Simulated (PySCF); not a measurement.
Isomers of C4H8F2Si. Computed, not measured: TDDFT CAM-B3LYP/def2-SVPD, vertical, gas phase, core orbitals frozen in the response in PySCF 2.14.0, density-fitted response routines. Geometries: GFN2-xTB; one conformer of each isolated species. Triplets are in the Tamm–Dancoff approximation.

Question: Rank by computed lowest singlet excitation energy, lowest first.
A. `F[C@@H]1CC[C@H](F)[SiH2]1`
B. `C[C@@]1(C(F)F)C[SiH2]1`
C. `F[C@@H]1C[SiH2][C@H](F)C1`
D. `FC(CC(=C)[SiH3])F`

Answer: B (6.43 eV), D (6.77 eV), A (7.07 eV), C (7.31 eV).

```csv
SMILES,S1 (eV),HOMO (eV),α (au),first f ≥ 0.01 (nm),f (S1),gap (eV),S1 mainly
C[C@@]1(C(F)F)C[SiH2]1,6.43,-8.53,75.8,193,0.238,9.26,H→L (95%)
C=C([SiH3])CC(F)F,6.77,-9.33,76.7,178,0.004,9.79,H-1→L (95%)
F[C@@H]1CC[C@H](F)[SiH2]1,7.07,-9.35,71.8,169,0.010,10.38,H→L+2 (39%)
F[C@@H]1C[SiH2][C@H](F)C1,7.31,-9.68,71.7,170,0.021,10.66,H→L (48%)
```

H and L stand for HOMO and LUMO.

- `C[C@@]1(C(F)F)C[SiH2]1`: Löwdin shares by element: HOMO carbon 52% or more, silicon 28% (atoms not listed hold the other 19%); LUMO silicon 41%, hydrogen 23% or more, carbon 14% or more (atoms not listed hold the other 23%).
- `C=C([SiH3])CC(F)F`: Löwdin shares by element: HOMO carbon 74% or more, silicon 6% (atoms not listed hold the other 20%); LUMO carbon 61% or more, silicon 10%, hydrogen 7% or more (atoms not listed hold the other 23%).
- `F[C@@H]1CC[C@H](F)[SiH2]1`: Löwdin shares by element: HOMO carbon 36% or more, silicon 19%, fluorine 15% or more (atoms not listed hold the other 30%); LUMO silicon 27%, carbon 18% or more, hydrogen 9% or more (atoms not listed hold the other 46%).
- `F[C@@H]1C[SiH2][C@H](F)C1`: Löwdin shares by element: HOMO carbon 37% or more, fluorine 22% or more, silicon 20% (atoms not listed hold the other 21%); LUMO silicon 30%, hydrogen 19% or more, carbon 11% or more (atoms not listed hold the other 39%).
